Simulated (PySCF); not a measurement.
# Dipole moment and polarisability of `C#C[SiH2][Si@@H](P)C=C`

C₄H₉PSi₂.
Geometry (GFN2-xTB, Å), atoms numbered from 1 in this order:
```xyz
16
C4H9PSi2 angstrom
C      3.7652   -0.5709    0.8674
C      2.7833   -0.6391    0.1759
Si     1.2403   -0.7088   -0.8430
Si    -0.4710    0.3827    0.3266
P     -0.4925    2.6261    0.1129
C     -2.1713   -0.1747   -0.2773
C     -2.9226   -1.0789    0.3296
H      4.6277   -0.5141    1.4683
H      1.5785   -0.0711   -2.1262
H      0.9641   -2.1289   -1.0982
H     -0.4014    0.1526    1.7820
H     -0.3344    2.6218   -1.2615
H      0.8669    2.7666    0.3214
H     -2.5498    0.2844   -1.1845
H     -2.5967   -1.5645    1.2352
H     -3.8939   -1.3743   -0.0377
```

Level: B3LYP/def2-SVPD (PySCF), static field, nuclei fixed, core orbitals frozen in the response. The polarisability tensor in these axes (au):

```
x   157.60   1.15   4.62
y     1.15 135.67  -0.57
z     4.62  -0.57 108.54
```

**Question.** What are the eigenvalues, a third of the trace, and Δα (Δα² = ½Σ(αi − αj)² over the three pairs)?

**Answer.** Principal values 108.09, 135.63 and 158.09 au; mean 133.94 au = 19.85 Å³ = 22.08 × 10⁻⁴⁰ C²·m²/J; Δα = 43.37 au (32 % of the mean).

**Question.** What is the dipole moment, and where does it point?

**Answer.** (-0.22, -0.50, -0.15) D, 0.57 D in size, pointing from the negative to the positive side. Measured along this direction, the outermost atoms are H13 at the negative end and H16 at the positive end.

**Question.** What depolarisation ratio follows for Rayleigh scattering of linearly polarised light, taking the static tensor?

**Answer.** ρ = 3Δα²/(45ᾱ² + 4Δα²) = 5643.8/(807242 + 7525.0) = 0.00693.

**Question.** Find the Langevin capture rate constant for NH4+ (18.034 u) meeting this molecule (143.998 u), k = 2.342 × 10⁻⁹ cm³/s × √(α in Å³ / reduced mass in u).

**Answer.** The reduced mass is 16.03 u, so k = 2.61 × 10⁻⁹ cm³/s. The formula leaves out the permanent dipole, which adds to the capture rate.

**Question.** Refractivity n − 1 of an ideal gas of it at 273.15 K and 1 atm, from the electronic α?

**Answer.** N = p/kT = 2.6868 × 10¹⁹ cm⁻³, so n − 1 = 2π × N × 19.85 × 10⁻²⁴ cm³ = 3351 × 10⁻⁶ at long wavelengths.

**Question.** Give the principal axes and the span of the nuclei along them.

**Answer.** Largest value along (0.99, 0.05, 0.09), where the nuclei span 8.66 Å; middle along (-0.05, 1.00, -0.03), 4.85 Å; least along (-0.09, 0.02, 1.00), 4.08 Å. The response follows the extents in order.

**Question.** Estimate the molar refractivity from the static electronic polarisability.

**Answer.** Lorentz–Lorenz: R = (4π/3)N_A α = 2.5225 cm³/(mol·Å³) × 19.85 Å³ = 50.1 cm³/mol, in the limit of long wavelengths.

The structure is a single GFN2-xTB conformer in the gas phase; no vibrational or solvent corrections.
